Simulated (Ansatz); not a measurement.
The first iterations of a band of CH$_{7}$AlBNSi (12 atoms, charge 0, multiplicity 1).

All numbers below come from Ansatz 0.2.0, RKS B3LYP-D4/6-31G.

- movable images: 7
- climbing image: yes
- spring: 5.0 eV/Å²
- optimiser: quadratic models (default)
- start path: IDPP
- force threshold: 0.03 eV/Å
- iteration limit: 30
- end points: relaxed

First end point:

```xyz
12
Properties=species:S:1:pos:R:3
B -2.123 0.993 0.840
C -1.407 1.653 -0.372
N -0.696 0.659 -0.742
Al 0.181 -0.888 -0.978
Si 2.322 -1.101 0.197
H -3.127 0.374 0.661
H -1.590 1.007 1.908
H -1.397 2.628 -0.869
H -0.519 -1.918 -1.978
H 2.511 -2.488 0.756
H 2.437 -0.130 1.340
H 3.486 -0.845 -0.728
```

Last end point:

```xyz
12
Properties=species:S:1:pos:R:3
B -2.293 -0.276 0.957
C -1.861 1.108 0.396
N -0.897 0.725 -0.348
Al 0.400 -0.107 -1.265
Si 2.560 -0.326 -0.123
H -3.070 -0.941 0.342
H -1.746 -0.707 1.927
H -2.172 2.152 0.501
H -0.003 -0.560 -2.742
H 2.417 -0.223 1.372
H 3.526 0.748 -0.555
H 3.216 -1.648 -0.428
```

| iteration | highest image above the first end (eV) | largest band force component (eV/Å) |
| --- | --- | --- |
| 1 | 0.046 | 0.799 |
| 2 | 0.016 | 0.173 |

Question: Does the band converge within its limit, and where does its top end?

Answer: The run converged. It ended after 6 iterations with the highest image 0.002 eV above the first end. The top lies less than 8 meV above the higher end, about what the thresholds resolve: that end is a shoulder or a very shallow well. A vibrational analysis at the climbing image gives no mode beyond 40i cm⁻¹: the surface is too flat there to confirm a saddle point. Limits of this set-up: no polarisation functions.

Run time: 2.7 min on 1 thread of Arm Neoverse V2, with other jobs on the host, peak memory 0.16 GiB.
